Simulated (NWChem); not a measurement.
**Ionisation of C2H5O**

```
C
O 1 1.3751
H 2 0.9738 1 108.21
H 1 1.1070 2 117.07 3 26.65
C 1 1.4843 4 120.65 2 -148.67
H 5 1.1079 1 110.59 4 -38.81
H 5 1.1119 6 108.22 1 121.74
H 5 1.1205 6 107.36 7 114.30
```
Charge 0, spin multiplicity 2.

The numbers come from NWChem runs, not from measurements. The geometry was optimised at UPBE/def2-SVP, a minimum by its harmonic frequencies. It is one conformer; others weren't searched.

Basis set: def2-SVPD. −ε marks an orbital energy of the parent.

B3LYP has NWChem's definition, with VWN1-RPA local correlation. The structure started from a generated list of species. No SCF solution was tested for a lower state. Open-shell Hartree-Fock references start from PBE0 orbitals.

Problem. Order these methods by the first vertical ionisation energy they give, lowest first: −ε(alpha HOMO) of B3LYP, −ε(alpha HOMO) of BHandHLYP, −ε(alpha HOMO) of PBE, G0W0@HF.

Solution. −ε(alpha HOMO) of PBE (3.51 eV), −ε(alpha HOMO) of B3LYP (4.70 eV), −ε(alpha HOMO) of BHandHLYP (6.34 eV), G0W0@HF (7.88 eV)
